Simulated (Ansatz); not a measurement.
Computed with Ansatz on PBE0-D4/def2-TZVP structures; ΔE is electronic, products minus reactants. CBS: MP2 limit from def2 TZ/QZ plus the TZ coupled-cluster correction, frozen cores. This one scheme is used for every species. DFT in def2-TZVPP. B3LYP here is the variant with VWN-RPA as its local correlation; programs differ in this. HSE06 is defined as in plane-wave codes. One conformer a species, not always the lowest.

`C[SiH](Cl)[SiH2]F` + `C#N` → `N#C[SiH](Cl)[SiH2]F` + CH₄  (formal exchange of groups at the Si–C bond)

| level | ΔE (kcal/mol) | difference from CCSD(T)/CBS |
| --- | --- | --- |
| PBE0-D4 | -7.3 | 0.0 |
| PBE-QIDH | -7.5 | -0.2 |
| BLYP | -9.2 | -1.9 |
| B3LYP | -8.7 | -1.4 |
| r2SCAN0 | -7.6 | -0.3 |
| HSE06 | -7.5 | -0.2 |
| LC-ωPBE | -6.7 | 0.6 |
| SCS-MP2/def2-TZVPP | -8.7 | -1.4 |
| CCSD/def2-TZVPP | -7.6 | -0.3 |
| MP2/CBS(def2) | -7.9 | -0.6 |
| CCSD(T)/CBS | -7.3 | 0 |

(1) What do rigid-rotor, harmonic-oscillator terms from PBE0-D4/def2-TZVP frequencies (298.15 K, 1 bar) make of the CCSD(T)/CBS value? (Estimate.)

Largest T1 diagnostic among the species: 0.014.

Answers

(1) Ansatz gave: ΔZPE = +0.1 kcal/mol, ΔH = -6.9 kcal/mol, ΔS = -5 J/(mol·K), ΔG = -6.5 kcal/mol. Modes under 50 cm⁻¹ make the entropy rough.

Leaving LDA and LC-ωPBE aside and taking each functional with its dispersion term where it has one, the values, not all of them listed here, spread over 1.6 kcal/mol, from BLYP-D4 to ωB97M-V. LDA lies +1.4 kcal/mol from PBE without D4. From BLYP to BHLYP (50 % exact exchange), in def2-TZVPP and without D4, ΔE moves by +0.8 kcal/mol.

CCSD(T)/CBS has its own doubt, a few kJ/mol and more with outer-core shells, so smaller differences from it don't rank the levels.
